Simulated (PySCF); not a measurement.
Match the calculated data to a structure.

All candidates are C6H8O2.

| technique | computed result |
| --- | --- |
| Dipole | 0.00 D by symmetry (numerical residue 0.04 D) [wB97X-D/def2-SVPD] |
| Rotational structure | rotational constants A, B, C: 4.532, 1.520, 1.211 GHz [PBE0-D3(BJ)/def2-SVP] |
| UV, first state | lowest singlet excitation: 4.38 eV (283 nm, f = 0.000) [TDDFT wB97X-D/def2-SVPD] |
| Valence photoelectron | vertical ionisation energy: 9.77 eV [ΔSCF wB97X-D/def2-SVPD] |
| Triplet | lowest triplet excitation (Tamm–Dancoff): 3.86 eV [TDA wB97X-D/def2-SVPD] |
| Couplings | largest of the computed one-bond spin–spin couplings (means over like bonds): 13C–1H +135.5 (×8), 13C–13C +39.7 (×4), 17O–13C +34.2 (×2), 13C–13C +34.0 (×2) Hz [B3LYP/pcJ-1, spin–dipole term left out] |
| Polarisability | 72.0 au [wB97X-D/def2-SVPD] |
| UV, strongest line | among the 10 lowest singlet transitions: S7 at 8.30 eV (149 nm, f = 0.141) [TDDFT wB97X-D/def2-SVPD] |
| 13C NMR | chemical shifts (computed TMS as zero) by class: 210.9 (2 C), 38.2 (4 C) ppm [GIAO PBE0/pcSseg-1] |
| NMR, other nuclei | isotropic shieldings of nuclei other than C and H, by class: -348 (2 O) ppm [GIAO PBE0/pcSseg-1] |

The electronic properties come from PySCF, for the isolated species, density fitting. Levels stand in brackets. Geometry: PBE0-D3(BJ)/def2-SVP, one conformer, isolated molecule. NMR values are class means; diastereotopic atoms form classes of their own.

Task: Which candidate is it?
A. `O=C1CCC(=O)CC1`
B. `COC1=CC(=O)CC1`
C. `C=C/C=C/OC(C)=O`

Result: A. It is `O=C1CCC(=O)CC1`. Numbering: `[O:1]=[C:2]1[CH2:3][CH2:4][C:5](=[O:6])[CH2:7][CH2:8]1`. Its formula, C6H8O2, gives 3 degrees of unsaturation: 1 ring and 2 π bonds in the structure found. 6 carbons fall into 2 classes; from least to most shielded: ketone carbonyl carbon [C2/C5] (210.9 ppm, 2 C), sp3 carbon next to a carbonyl [C3/C4/C7/C8] (38.2 ppm, 4 C). The other shieldings belong to: -348 ppm, ketone oxygen [O1/O6]. The couplings run between: +135.5 Hz, sp3 carbon next to a carbonyl [C3] and its hydrogen (with 7 like pairs); +39.7 Hz, ketone carbonyl carbon [C2] and sp3 carbon next to a carbonyl [C3] (with 3 like pairs); +34.2 Hz, ketone oxygen [O1] and ketone carbonyl carbon [C2] (with 1 like pair); +34.0 Hz, sp3 carbon next to a carbonyl [C3] and sp3 carbon next to a carbonyl [C4] (with 1 like pair). The first electron is taken from the HOMO, whose largest Löwdin shares are 0.32 on a ketone oxygen and 0.31 on a ketone oxygen. The vanishing dipole is forced by symmetry. The optimised geometry has point group D2 and is an asymmetric top.

The others, at the same levels:
- `COC1=CC(=O)CC1` fails: it has 6 carbon classes against 2; its computed 13C shifts are 202.0 (1 C), 195.2 (1 C), 108.0 (1 C), 57.5 (1 C), 35.3 (1 C), 30.1 (1 C) ppm and smallest rotational constant is 1.100 GHz (against 1.211 GHz).
- `C=C/C=C/OC(C)=O` fails: it has 6 carbon classes against 2; its computed 13C shifts are 169.6 (1 C), 145.9 (1 C), 140.8 (1 C), 124.0 (1 C), 120.2 (1 C), 21.6 (1 C) ppm, rotational constant A is 8.461 GHz (against 4.532 GHz) and smallest rotational constant is 0.716 GHz (against 1.211 GHz).

Each candidate is one conformer, not necessarily the lowest. Dipoles, sizes and rotational constants follow the conformer. The torsions of the flexible species, by atom-mapped SMILES:
- `[CH3:1][O:2][C:3]1=[CH:4][C:5](=[O:6])[CH2:7][CH2:8]1`: C1–O2–C3–C4 0°
- `[CH2:1]=[CH:2]/[CH:3]=[CH:4]/[O:5][C:6]([CH3:7])=[O:8]`: C1–C2–C3–C4 180°, C3–C4–O5–C6 180°, C4–O5–C6–C7 180°

The conformers of `O=C1CCC(=O)CC1` aren't listed.
